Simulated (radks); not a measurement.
Results of a calculation; reference values are marked as such.
How relativity changes the ionisation of neutral indium ([Kr] 4d10 5s2 5p1) to In+ ([Kr] 4d10 5s2). Spin-unpolarised spherical Kohn-Sham, PBE, point nucleus unless stated (finite: rms radius 4.6156 fm), a radial shooting solver on a logarithmic mesh with Libxc functionals. A level marked "c x" has the speed of light scaled by that factor and shares open shells by 2j + 1; other Dirac levels either fill j = l - 1/2 first or share by 2j + 1.

| level | E(In) (hartree) | E(In+) (hartree) | IE (eV) | HOMO | <r> HOMO (bohr) |
|---|---|---|---|---|---|
| non-rel. | -5742.08946 | -5741.88991 | 5.430 | 5p | 3.749 |
| scalar-rel. | -5881.63601 | -5881.43891 | 5.363 | 5p | 3.744 |
| scalar-rel., finite nucleus | -5881.49410 | -5881.29699 | 5.364 | 5p | 3.744 |
| Dirac, 2j+1 shares | -5883.21451 | -5883.01701 | 5.374 | 5p3/2 | 3.806 |
| Dirac, low j first | -5883.22178 | -5883.01701 | 5.572 | 5p1/2 | 3.636 |
| Dirac, 2j+1 shares, finite nucleus | -5883.07220 | -5882.87470 | 5.374 | 5p3/2 | 3.806 |
| Dirac, c x 0.75 | -6007.03418 | -6006.83798 | 5.339 | 5p3/2 | 3.862 |
| Dirac, c x 3 | -5756.90413 | -5756.70481 | 5.424 | 5p3/2 | 3.754 |
| Dirac, c x 100 | -5742.10271 | -5741.90315 | 5.430 | 5p3/2 | 3.749 |

NIST Atomic Spectra Database: 5.786 eV (measured). The relativistic part of the total energy of In is -141 hartree (Dirac, 2j+1 shares, finite nucleus), 2.5 % of the non-relativistic value. Spin polarisation and multiplet splitting of open shells are left out at every level.

Beside tabulated values, note that relativity, absent from the non-relativistic runs, is large for the heavy elements, and spin-unpolarised runs miss the spin-polarisation part of the exchange energy of open shells.
